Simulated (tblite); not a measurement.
Compound: C6H10OSi.
Numbering: `[CH2:1]=[CH:2]/[CH:3]=[CH:4]/[CH:5]=[CH:6]/[O:7][SiH3:8]` (hydrogens: H9, H10 on C1; H11 on C2; H12 on C3; H13 on C4; H14 on C5; H15 on C6; H16, H17, H18 on Si8)

Computed with GFN2-xTB (tblite), gas phase: L-BFGS steps from a force-field or distance-geometry start until the largest atomic force falls under 0.01 eV/Å.

Step 17: E = -645.5105 eV
```
atom  x, y, z in Å  |  force x, y, z in eV/Å
C1     -4.3418   -0.0677   -0.5655    0.024   0.015   0.007
C2     -3.1376    0.4705   -0.3791    0.005  -0.008  -0.001
C3     -1.9350   -0.3040   -0.2335   -0.013  -0.014   0.015
C4     -0.7159    0.2279   -0.0414   -0.043  -0.001  -0.020
C5      0.4849   -0.5405    0.1038   -0.039   0.030   0.008
C6      1.6683    0.0515    0.2913   -0.026   0.010  -0.009
O7      2.8174   -0.6263    0.4325    0.012   0.037   0.005
Si8     4.3084   -0.0078    0.6661    0.055   0.024   0.006
H9     -4.4740   -1.1366   -0.6141   -0.027   0.023  -0.010
H10    -5.2254    0.5371   -0.6735   -0.011  -0.023   0.002
H11    -3.0266    1.5472   -0.3297    0.007  -0.029  -0.005
H12    -2.0411   -1.3800   -0.2813   -0.022  -0.002  -0.008
H13    -0.5995    1.3042    0.0083   -0.036  -0.028  -0.004
H14     0.4185   -1.6187    0.0621    0.009   0.041  -0.002
H15     1.7415    1.1330    0.3355   -0.006  -0.001  -0.001
H16     4.3266    0.7911    1.8940    0.032  -0.011   0.015
H17     4.6624    0.8687   -0.4534    0.034  -0.012  -0.004
H18     5.0600   -1.2431    0.7328    0.046  -0.051   0.005
```

Step 18: E = -645.5114 eV
```
atom  x, y, z in Å  |  force x, y, z in eV/Å
C1     -4.3424   -0.0673   -0.5654    0.043   0.019   0.006
C2     -3.1379    0.4696   -0.3792    0.019  -0.009   0.005
C3     -1.9361   -0.3058   -0.2333   -0.001  -0.023   0.013
C4     -0.7170    0.2261   -0.0412   -0.042   0.012  -0.025
C5      0.4859   -0.5399    0.1037   -0.073   0.038   0.007
C6      1.6680    0.0551    0.2911   -0.051  -0.002  -0.009
O7      2.8168   -0.6224    0.4327    0.020   0.038   0.005
Si8     4.3095   -0.0100    0.6666    0.078   0.073   0.002
H9     -4.4738   -1.1349   -0.6145   -0.038  -0.021  -0.010
H10    -5.2250    0.5369   -0.6732   -0.040   0.000  -0.002
H11    -3.0250    1.5453   -0.3299    0.005  -0.003  -0.004
H12    -2.0433   -1.3814   -0.2816   -0.020  -0.012  -0.006
H13    -0.6044    1.3032    0.0074   -0.022  -0.036   0.000
H14     0.4196   -1.6184    0.0622    0.019   0.052  -0.001
H15     1.7371    1.1370    0.3351    0.010  -0.011   0.000
H16     4.3330    0.7917    1.8940    0.027  -0.030   0.000
H17     4.6684    0.8690   -0.4517    0.023  -0.036   0.015
H18     5.0579   -1.2475    0.7322    0.041  -0.049   0.005
```

Step 19: E = -645.5127 eV
```
atom  x, y, z in Å  |  force x, y, z in eV/Å
C1     -4.3431   -0.0664   -0.5650    0.043   0.015   0.001
C2     -3.1380    0.4680   -0.3794    0.024  -0.005   0.011
C3     -1.9382   -0.3090   -0.2328    0.010  -0.034   0.004
C4     -0.7196    0.2235   -0.0412   -0.032   0.024  -0.027
C5      0.4862   -0.5380    0.1037   -0.091   0.038   0.005
C6      1.6667    0.0606    0.2905   -0.061  -0.011  -0.005
O7      2.8161   -0.6155    0.4331    0.028   0.045   0.005
Si8     4.3126   -0.0129    0.6674    0.087   0.102  -0.003
H9     -4.4742   -1.1326   -0.6154   -0.048  -0.071  -0.009
H10    -5.2252    0.5366   -0.6727   -0.065   0.029  -0.006
H11    -3.0226    1.5424   -0.3302    0.005   0.035   0.000
H12    -2.0473   -1.3838   -0.2823   -0.015  -0.033  -0.002
H13    -0.6129    1.3011    0.0059   -0.002  -0.028   0.005
H14     0.4216   -1.6167    0.0623    0.027   0.053   0.001
H15     1.7307    1.1431    0.3344    0.029  -0.020   0.001
H16     4.3437    0.7918    1.8940    0.021  -0.049  -0.009
H17     4.6784    0.8686   -0.4486    0.014  -0.058   0.026
H18     5.0561   -1.2546    0.7315    0.024  -0.032   0.004
```

Question: Estimate the geometry and energy of step 20. (The exact step hangs on the optimiser's Hessian estimate; all steps are aligned on step 19, rigid shifts and turns removed.)

Answer: E = -645.5143 eV, largest force 0.113 eV/Å
```
atom  x, y, z in Å  |  force x, y, z in eV/Å
C1     -4.3438   -0.0652   -0.5647    0.016  -0.002  -0.008
C2     -3.1379    0.4659   -0.3795    0.011   0.002   0.013
C3     -1.9409   -0.3138   -0.2322    0.009  -0.039  -0.009
C4     -0.7235    0.2206   -0.0417   -0.016   0.030  -0.024
C5      0.4854   -0.5349    0.1038   -0.073   0.029   0.004
C6      1.6644    0.0676    0.2898   -0.046  -0.013   0.004
O7      2.8161   -0.6054    0.4336    0.031   0.053   0.003
Si8     4.3182   -0.0155    0.6684    0.068   0.090  -0.006
H9     -4.4757   -1.1306   -0.6167   -0.052  -0.099  -0.005
H10    -5.2264    0.5364   -0.6721   -0.066   0.048  -0.007
H11    -3.0195    1.5392   -0.3307    0.006   0.066   0.004
H12    -2.0528   -1.3874   -0.2832   -0.006  -0.057   0.003
H13    -0.6244    1.2982    0.0039    0.021  -0.001   0.010
H14     0.4244   -1.6134    0.0624    0.029   0.038   0.002
H15     1.7232    1.1504    0.3335    0.044  -0.022   0.001
H16     4.3578    0.7908    1.8939    0.016  -0.059  -0.006
H17     4.6915    0.8669   -0.4445    0.012  -0.065   0.019
H18     5.0551   -1.2635    0.7308   -0.004   0.001   0.002
```

The energy changes by -0.0016 eV. The first-order estimate −F·Δx gives -0.0022 eV and the mean of the old and new forces, exact on a quadratic surface, -0.0016 eV. The step makes an angle of 75° with the force vector and moves no atom by more than 0.014 Å.

The cost below is that of the whole relaxation. The run took 0.39 s wall on one thread, Arm Neoverse V2 (aarch64), no GPU, shared host with 192 logical CPUs at a one-minute load of 95.
